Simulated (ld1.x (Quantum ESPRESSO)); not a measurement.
Transferability test, PAW potential for O

* Element: O (Z = 8)
* Generator: ld1.x (Quantum ESPRESSO) 7.5
* Type: PAW
* Functional: LDA (PZ)
* Relativity: scalar-relativistic
* Frozen core: [He]
* Valence charge: 6
* Reference configuration: 2s2 2p4
* Partial waves: 2s (bound): rcut 0.55, rcutus 0.75 bohr; 2s channel at -0.95 Ry: rcut 0.55, rcutus 0.75 bohr; 2p (bound): rcut 1.75, rcutus 1.90 bohr; 2p channel at -0.15 Ry: rcut 1.75, rcutus 1.90 bohr
* Local potential: all-electron potential smoothed inside 1.15 bohr (lloc = -2)
* Core correction: Bessel-smoothed model core inside 0.70 bohr
* Augmentation charge: BG, radius 0.60 bohr

Energies are relative to the spin-unpolarised reference configuration 2s2 2p4; without spin polarisation the order of configurations can differ from experiment. Not all tests gave a result: test run stopped at test 7 of 9 (negative rho).

```tsv
valence configuration	charge	ΔE all-electron (eV)	error AE − PS (meV)
2s2 2p3	+1	16.584	+3.2
2s2 2p2	+2	50.292	+16
2s2 2p1	+3	104.255	+36
2s0 2p6	0	29.228	+57
2s2 2p3.5	+0.5	6.366	+0.5
```

(1) What are ΔE and the potential's error for 2s2 2p4.3?

Levels in the configuration 2s2 2p3:

| level | all-electron (eV) | pseudo (eV) |
| --- | --- | --- |
| 2s | -39.397 | -39.413 |
| 2p | -24.587 | -24.578 |

Answers

(1) ΔE = -2.174 eV all-electron; the error (AE − PS) is +0.4 meV.
